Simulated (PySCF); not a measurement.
In(H)(iPr)2, C₆H₁₅In, SMILES C[CH](C)[InH][CH](C)C (GFN2-xTB optimised geometry):

```
22

In     0.542    -0.008     0.000
H      2.351    -0.008     0.000
C     -0.440    -2.094     0.001
C     -1.648    -2.088     0.926
C      0.618    -3.100     0.423
H     -0.772    -2.323    -1.018
H     -2.174    -3.045     0.888
H     -1.343    -1.909     1.959
H     -2.351    -1.303     0.635
H      1.494    -3.025    -0.227
H      0.235    -4.122     0.366
H      0.940    -2.912     1.449
C     -0.446     2.074     0.000
C     -1.474     2.156    -1.119
C      0.660     3.106    -0.150
H     -0.954     2.220     0.960
H     -2.002     3.112    -1.095
H     -0.992     2.060    -2.094
H     -2.214     1.358    -1.022
H      1.391     3.002     0.656
H      0.258     4.122    -0.120
H      1.183     2.973    -1.100
```

Computed with PySCF 2.14.0 with CAM-B3LYP/def2-SVP, def2 effective core potentials past Kr.

**Question.** What are the frontier orbital energies and the dipole moment?

**Answer.** HOMO-2 -10.74 eV, HOMO-1 -8.07 eV, HOMO -7.31 eV, LUMO -0.53 eV, LUMO+1 0.95 eV; dipole moment 0.95 D.

On the same geometry PBE/def2-SVP, def2 effective core potentials past Kr (PySCF) gives HOMO-2 -7.86 eV, HOMO-1 -5.65 eV, HOMO -5.05 eV, LUMO -2.07 eV, LUMO+1 -0.86 eV; dipole moment 1.00 D.
